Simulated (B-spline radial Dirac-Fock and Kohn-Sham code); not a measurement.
Model: the Dirac equation of a negative muon with reduced mass in the field of a spherical finite nucleus, with the Uehling potential to all orders; nuclear polarisation, deformation, hyperfine structure, self-energy, higher-order vacuum polarisation, relativistic recoil and electron screening are left out. Program: a radial atomic solver. The nuclear charge is a Fermi distribution (skin thickness 2.3 fm).

Problem. A muonic atom of atomic mass 112.90 u emits these computed lines: 2p3/2 → 1s1/2 3267 keV, 3d5/2 → 2p3/2 906.0 keV, 4f7/2 → 3d5/2 318.0 keV, 5g9/2 → 4f7/2 146.6 keV. Which element is it, and what rms charge radius was used?

Solution. Cadmium (Z = 48, nuclide ¹¹³Cd); the high transitions hardly feel the nucleus and fix Z. The 2p → 1s line lies 1788 keV below the value for a point nucleus without QED, which for this nuclear model gives a radius near 4.60 fm (4.6012 fm was used).
